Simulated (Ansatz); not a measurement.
H3Cl2GaN, charge +1, singlet, geometry from GFN2-xTB (such geometries of metal compounds can be far from the true shape); R2SCAN/def2-TZVPD (Ansatz, an electronic-structure program).

Ansatz was given this input:
Ansatz 0.2 input:
```yaml
crystal:
  periodic: [false, false, false]
  atoms:
    - {symbol: Ga, position_ang: [0.00064622, 0.02878830, 0.00937560]}
    - {symbol: Cl, position_ang: [1.41128155, 0.96939965, -1.16019226]}
    - {symbol: Cl, position_ang: [-1.44280685, 0.27352527, 1.45798678]}
    - {symbol: N, position_ang: [0.04941118, -2.09223287, -0.50665912]}
    - {symbol: H, position_ang: [-0.47621186, -2.27939540, -1.36850992]}
    - {symbol: H, position_ang: [-0.36177471, -2.67601614, 0.22996377]}
    - {symbol: H, position_ang: [1.00800585, -2.42111962, -0.66799016]}
basis:
  gaussian:
    orbitals: def2-TZVPD
hamiltonian:
  xc: r2scan
total_charge: 1
```

What the program printed (banner, timings and long lists left out):

```
Functional definition: r2SCAN
1268 factors; their error is unknown
mean field evaluation 1: about -78945.3208 eV, gradient 8.3e1 eV
mean field evaluation 2: about -78925.8201 eV, gradient 1.2e2 eV
mean field evaluation 4: about -78957.4695 eV, gradient 6.4e0 eV
mean field evaluation 8: about -78957.5259 eV, gradient 2.1e-1 eV
mean field evaluation 16: about -78957.4907 eV, gradient 2.4e-4 eV
mean field -78957.49066575 eV, -2901.6342626568 hartree, gradient 1.8e-5 eV, S^2 0.000000; 0 other end points of the search recorded, 0 dependent functions left out
reference -78957.49068827 eV, -2901.6342634847 hartree; 37, 37 occupied and 173, 173 virtual orbitals, 1268 factors
Total energy: -78957.49068827 eV, -2901.6342634847 hartree
```
